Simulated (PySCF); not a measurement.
C3H5BO, SMILES OB1C=CC1.

The structure is a stationary point at B3LYP-D3(BJ)/def2-SVP. This is a generated structure with no PubChem entry under its InChIKey; it may be hypothetical. One conformer was computed; it need not be the lowest.

Two levels are set side by side: TDA-PBE/def2-SVPD (PySCF) and TDA-PBE0/def2-SVPD (PySCF). Vertical, same geometry. The lowest singlet is HOMO−1→LUMO 99 % with PBE and HOMO−1→LUMO 99 % with the other functional; states are paired by order. Differences are taken from unrounded values.

| quantity | TDA-PBE0 |
|---|---|
| lowest singlet excitation (eV) | 5.80 |
| lowest triplet excitation (TDA) (eV) | 3.97 |
| first bright state (f over 0.05) (eV) | 6.35 |
| its oscillator strength | 0.12 |

### Question
What does TDA-PBE give, and how far is it from TDA-PBE0? (The exact figures need the calculation; the answer reports its results.)

### Answer

```json
[
 {"quantity": "lowest singlet excitation (eV)", "TDA-PBE": "5.20", "TDA-PBE minus TDA-PBE0": "-0.60"},
 {"quantity": "lowest triplet excitation (TDA) (eV)", "TDA-PBE": "4.02", "TDA-PBE minus TDA-PBE0": "0.05"},
 {"quantity": "first bright state (f over 0.05) (eV)", "TDA-PBE": "5.98", "TDA-PBE minus TDA-PBE0": "-0.37"},
 {"quantity": "its oscillator strength", "TDA-PBE": "0.07", "TDA-PBE minus TDA-PBE0": "-0.04"}
]
```

A lower first singlet is the usual sign of a functional without exact exchange. Differences between two approximate levels are no errors against the true value.

Rough cost on one machine, each run with all the roots and properties that it gave: TDA-PBE0 against TDA-PBE about 2 times.
